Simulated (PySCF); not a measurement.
**Spin states of ReS**

Unrestricted PBE0; Re def2-TZVPP with ECP60, S def2-TZVPP; scalar-relativistic core potentials (PySCF 2.14). Outer shells of the fragments: Re 5d5 6s2; S 3s2 3p4.

Followed along the bond (rough minima from three points):

| 2Ms+1 | unpaired | ⟨S²⟩ at the start | R at minimum (Å) | Te (eV) |
| --- | --- | --- | --- | --- |
| 6 | σ ↑, π ↑↑, δ ↑↑ | 8.80 | 2.13 | 0.00 |
| 4 | π ↑, δ ↑↑ | 4.09 | 2.07 | 0.53 |
| 4 | σ ↑, π ↑↓, δ ↑↑ | 4.78 | 2.13 | 1.02 |
| 4 | σ ↑, π ↑, δ ↑ | 3.99 | 2.08 | 1.22 |
| 4 | σ ↑, π ↑, δ ↑ | 4.04 | 2.08 | 1.27 |
| 6 | σ ↑↑, π ↑, δ ↑↑ | 9.18 | 2.23 | 1.33 |

Solutions found at the starting distance of 2.235 Å, counted from the lowest of them; the search is not exhaustive and high or unbound solutions are not listed, so other states can lie among these:

```
2Ms+1         unpaired   term  E (eV)  ⟨S²⟩  ⟨Lz²⟩  μ (D)
    6  σ ↑, π ↑↑, δ ↑↑    ⁶Σ⁺    0.00  8.80   0.00  -4.58
    4        π ↑, δ ↑↑  mixed    0.70  4.09   1.32  -2.88
    4  σ ↑, π ↑↓, δ ↑↑  mixed    1.02  4.78   2.02  -4.10
    6  σ ↑↑, π ↑, δ ↑↑  mixed    1.18  9.18   1.02  -1.12
    4    σ ↑, π ↑, δ ↑  mixed    1.36  3.99   5.03  -3.58
    4    σ ↑, π ↑, δ ↑  mixed    1.39  4.04   4.88  -3.41
    2        π ↓, δ ↑↑  mixed    1.50  1.94   1.28  -2.46
    2  σ ↑, π ↓↓, δ ↑↑  mixed    1.58  2.77   0.00  -4.06
    4        σ ↑, δ ↑↑  mixed    1.60  4.08   2.02  -3.63
    4  σ ↓, π ↑↑, δ ↑↑  mixed    1.87  4.77   0.00  -4.53
    2              δ ↑     ²Δ    1.91  0.90   4.01  -2.54
    6      π ↑↑↑, δ ↑↑     ⁶Π    1.96  8.78   1.04  -1.90
    2    σ ↑, π ↓, δ ↑  mixed    1.97  2.01   4.66  -3.37
    2    σ ↑, π ↓, δ ↑  mixed    1.99  1.83   5.06  -3.77
```

A term symbol is given only where ⟨S²⟩ and ⟨Lz²⟩ are close to those of a pure state; real π, δ and φ orbitals otherwise mix terms. A positive dipole means Re(−)S(+).

Question: Compare the gap between the two lowest followed solutions at the starting distance with the gap between their minima.

Answer: At PBE0 the second solution (Ms = 1.5 of mixed spin, unpaired electrons π ↑, δ ↑↑) lies +0.70 eV from the first (sextet, unpaired electrons σ ↑, π ↑↑, δ ↑↑) at 2.235 Å and +0.53 eV at the minima; the two curves relax by different amounts, since their minima lie near 2.07 and 2.13 Å.

Spin–orbit coupling is left out. The state is the lowest single determinant that the PBE0 search found; with open d or f shells the true ground state can be another one.
